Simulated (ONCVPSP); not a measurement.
**Pseudopotential generation for vanadium (V): ONCV, PBE, scalar-relativistic.**

V, optimised norm-conserving Vanderbilt (ONCV), made with ONCVPSP 4.0.1 (PBE, scalar-relativistic). Core [Ne], reference 3s2 3p6 3d3 4s1.5 4p0.5. Waves: 3s+4s: rc 1.65 bohr, ncon 3, nbas 6, qcut 5.7 1/bohr, 2 projectors; 3p+4p: rc 1.80 bohr, ncon 3, nbas 8, qcut 7.5 1/bohr, 2 projectors; 3d: rc 1.65 bohr, ncon 3, nbas 7, qcut 9.9 1/bohr, local. Local part: the d channel. Core correction: none.

Poles of the logarithmic derivatives, all-electron (AE) and pseudo (PS). s: poles at -2.3 (AE) and -2.3 (PS) Ha. p: poles at -1.4, 4.7 (AE) and -1.4, 4.5 (PS) Ha. d: poles at 0.4 (AE) and 0.5 (PS) Ha. Test radii: s 1.68, p 1.83, d 1.68 bohr.

* Cutoffs needed: 35 Ha and 40 Ha (the cutoffs (Ha) at which the residual kinetic energy of the hardest occupied pseudo-wave falls to 1 and 0.1 mHa per electron)
* Ghost test: ghosts flagged at negative energy: s at -2180.4 eV; no localised positive-energy state flagged; a true bound ghost makes a file unfit for plane-wave use
* Largest excitation error: -1.5 meV (all-electron minus pseudo) for 3s2 3p6 3d3.5 4s1.5 4p0, out of 4 test configurations
